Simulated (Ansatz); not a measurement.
`F[Si](F)([SiH3])Cl` → `F[Si]F` + `[SiH3]Cl` at 400 K and 1 bar (silylene formation by 1,1-elimination).

Isolated molecules relaxed with PBE0-D4/def2-TZVP in Ansatz; ΔE leaves out vibrations. CBS: MP2 limit from def2 TZ/QZ plus the TZ coupled-cluster correction, frozen cores. This one scheme is used for every species.

| species | CCSD(T)/CBS energy (Eh) | H − E (kJ/mol) | S (J/(mol·K)) |
| --- | --- | --- | --- |
| `F[Si](F)([SiH3])Cl` | -1239.50998 | 120.9 | 396.8 |
| `F[Si]F` | -488.75686 | 28.3 | 270.5 |
| `[SiH3]Cl` | -750.69636 | 85.8 | 267.3 |

H − E and S are ideal-gas, rigid-rotor, harmonic terms from PBE0-D4/def2-TZVP. 1 Eh = 2625.50 kJ/mol, R = 8.31446 J/(mol·K).

By hand: ΔE, ΔH, ΔS and ΔG.

ΔE = (-488.75686) + (-750.69636) − (-1239.50998) = 0.05676 Eh = 149.0 kJ/mol. Δ(H − E) = 28.3 + 85.8 − 120.9 = -6.8, so ΔH = 142.2 kJ/mol. ΔS = 270.5 + 267.3 − 396.8 = 141.0 J/(mol·K). ΔG = 142.2 − 400 × (141.0)/1000 = 85.8 kJ/mol.

By hand: the equilibrium constant, and the temperature at which ΔG would vanish if ΔH and ΔS stayed fixed.

log₁₀ K = −ΔG/(RT ln 10) = -11.2. ΔG = 0 at ΔH/ΔS = 1009 K.

The number of gas molecules changes by +1, which sets the sign of ΔS. A doubt of 5 kJ/mol in ΔE shifts log₁₀ K by 0.7 here. These are equilibria of isolated gas molecules and say nothing of rates. Largest T1 diagnostic: 0.015 (customary marks: 0.02 for closed shells, 0.045 for open ones).
